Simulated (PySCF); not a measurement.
# Dipole response of Ga⁺ (gallium, charge +1)

[Ar] 3d10 4s2, closed-shell 1S. Computed with PySCF 2.14 in aug-cc-pVTZ-PP with one added diffuse shell each of s, d, f type with ECP10MDF (7s5p5d3f, 68 functions), with scalar relativity through the core potential. Coupled (time-dependent) response in atomic units; α is the mean over directions.

```
   method  mean α (bohr³)  C₆ (like pair)  S(−4)
      UHF           21.14           109.9  218.1
      PBE           17.53           85.78  144.7
     BP86           17.37           84.66  141.7
CAM-B3LYP           17.73           86.61  149.8
```

S(−4) is the Cauchy moment in α(ω) = α(0) + S(−4) ω² + …

α(iu) at PBE:

| u (hartree) | α(iu) (bohr³) |
| --- | --- |
| 0 | 17.53 |
| 0.0500 | 17.18 |
| 0.100 | 16.20 |
| 0.200 | 13.27 |
| 0.300 | 10.31 |
| 0.500 | 6.255 |
| 0.750 | 3.759 |
| 1.00 | 2.527 |
| 1.50 | 1.397 |
| 2.00 | 0.8946 |
| 3.00 | 0.4575 |
| 5.00 | 0.1834 |

For an ion, C₆ is the dispersion term alone; charge-induced terms of lower order in 1/R come first.

Energies and moments cover only the electrons outside the core potential.
